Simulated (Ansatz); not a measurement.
Coupled-cluster diagnostics for SnHMe2(OAc) (C4H10O2Sn), Ansatz.

Geometry of the singlet (PBE-D4/def2-SVP):

```xyz
17

Sn   -0.046   -0.464   -1.089
H     0.622    0.410   -2.423
C     0.734   -2.486   -1.010
H     0.358   -2.994   -0.101
H     1.840   -2.461   -0.979
H     0.409   -3.054   -1.904
C    -2.189   -0.421   -0.835
H    -2.554    0.607   -1.008
H    -2.423   -0.725    0.204
H    -2.671   -1.130   -1.537
O     0.901    0.185    0.708
C     0.530    1.443    0.832
C     1.068    2.155    2.053
O    -0.210    1.987   -0.001
H     0.722    3.203    2.071
H     2.176    2.118    2.050
H     0.733    1.628    2.969
```

In the def2 sets Sn takes a core potential; there is no spin–orbit coupling. Correlated methods freeze 10 core orbitals; core or outer-core shells of Sn are correlated, in sets that lack core-valence functions.

**Question.** Estimate the CCSD(T) correlation energy, the shares of MP2 and (T), T1 and the reference's ⟨S²⟩ for: charge 0, singlet, own geometry in def2-SVP; and the rough time on 2 threads of AMD EPYC 7R13 on a shared host and a share (18 GiB) of an NVIDIA H100 80GB HBM3.

**Answer.** 
```json
{"state": "charge 0, singlet, own geometry", "basis": "def2-SVP", "correlation (eV)": "-31.203", "MP2 share (%)": "91.3", "(T) share (%)": "3.1", "T1": "0.014", "⟨S²⟩ (pure)": "0.00 (0.00)", "wall time": "7.5 s"}
```
Customary marks for T1 are 0.02 (closed shells), 0.045 (open shells) and about 0.05 (3d metals). T1 stays under 0.02 throughout.
